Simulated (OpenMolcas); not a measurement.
# Co3+ in Cs2NaYF6

Co3+ with its 6 nearest fluoride ions at 2.01 Å, on the Y site of Cs2NaYF6 (a = 9.075 Å, distance in the model lattice 2.178 Å). The rest of the host is ab initio model potentials to 7.6 Å, with orthogonalisation functions on the cations behind the ligands, and point charges beyond; the distance is set by hand and nothing relaxes. Ligand basis ANO-RCC-VDZP.

```json
{
  "Program": "OpenMolcas 26.06",
  "Method": "CASSCF",
  "Basis": "ANO-RCC-VDZP [5s4p2d1f]",
  "Scalar Hamiltonian": "DKH2, point nucleus",
  "Active space": "6 electrons in 5 orbitals (3d)",
  "State averaging": "2S+1 = 5 even, 5 roots; 2S+1 = 3 even, 45 roots; 2S+1 = 1 even, 50 roots",
  "Spin-orbit coupling": "state interaction with AMFI integrals over the reference wave functions"
}
```

The lowest spin-free states (labels of O, the rotations of Oh), above the lowest:

| State | Degeneracy | E (cm-1) |
| --- | --- | --- |
| 5T2 | 3 | 0.0 |
| 5E | 2 | 8770 |
| 3T1 | 3 | 16745 |
| 1A1 | 1 | 20648 |
| 3T2 | 3 | 20690 |
| 3T1 | 3 | 24358 |
| 3T2 | 3 | 26770 |
| 1T1 | 3 | 27374 |
| 3E | 2 | 28520 |
| 3T1 | 3 | 28603 |
| 3T2 | 3 | 33299 |
| 1T2 | 3 | 33706 |
| 3A2 | 1 | 34084 |
| 3E | 2 | 34904 |
| 3T1 | 3 | 34991 |
| 1E | 2 | 36585 |
| 1A1 | 1 | 37992 |
| 3A1 | 1 | 38927 |
| 1T2 | 3 | 39267 |
| 3T2 | 3 | 40485 |

The lowest levels with spin-orbit coupling:

| E (cm-1) | Degeneracy | Label | 2S+1 |
| --- | --- | --- | --- |
| 0.0 | 3 | T2 | 5 |
| 270.0 | 2 | E | 5 |
| 293.3 | 3 | T1 | 5 |
| 661.1 | 1 | A1 | 5 |
| 713.2 | 3 | T1 | 5 |
| 749.2 | 3 | T2 | 5 |
| 9232 | 1 | A2 | 5 |
| 9238 | 3 | T2 | 5 |
| 9244 | 2 | E | 5 |
| 9252 | 3 | T1 | 5 |
| 9260 | 1 | A1 | 5 |
| 16918 | 2 | E | 3 |
| 16961 | 3 | T2 | 3 |
| 17257 | 1 | A1 | 3 |
| 17472 | 3 | T1 | 3 |
| 20980 | 3 | T1 | 3 |
| 21090 | 2 | E | 3 |
| 21223 | 3 | T2 | 3 |
| 21267 | 1 | A2 | 3 |
| 21518 | 1 | A1 | 1 |

Powder χT (cm3 K/mol): 3.16 at 2 K, 3.23 at 10 K, 3.56 at 50 K, 3.92 at 100 K, 4.2 at 200 K, 4.2 at 300 K. The effective moment at 300 K is 2.828 √(χT) = 5.80 μB.

The lowest level has 2S+1 = 5, for which the spin-only value is χT = S(S+1) / 2 = 3.000 cm3 K/mol (g = 2). The computed 4.201 at 300 K differs by +1.201, through orbital momentum, spin-orbit coupling and any other state in reach. With a threefold ground state the orbital momentum is unquenched, so the spin-only value is not expected to hold.

Metal share of the active 3d orbitals (Löwdin): 90, 90, 98, 98, 98 %; Mulliken charge of the metal 2.11.

An orbital triplet at a regular site is open to Jahn-Teller coupling, which can distort the site and quench the lowest spin-orbit gaps and is left out. Without dynamic correlation the repulsion within the d shell is too large (B by tens of per cent), so at a given field states of lower spin stand too high. CASSCF with metal d orbitals alone favours high spin, so a ground state of lower spin is not ruled out. Ligand-to-metal charge-transfer states are missing. With no ligand orbital active B as a rule stays too high, so bands that hang on it stand too high and its fall with covalency is understated. With metal d orbitals alone and no dynamic correlation 10Dq can be off by a tenth to a fifth, either way, in oxide and fluoride hosts. No measured value stands beside these numbers; the geometry was set by hand and not optimised.
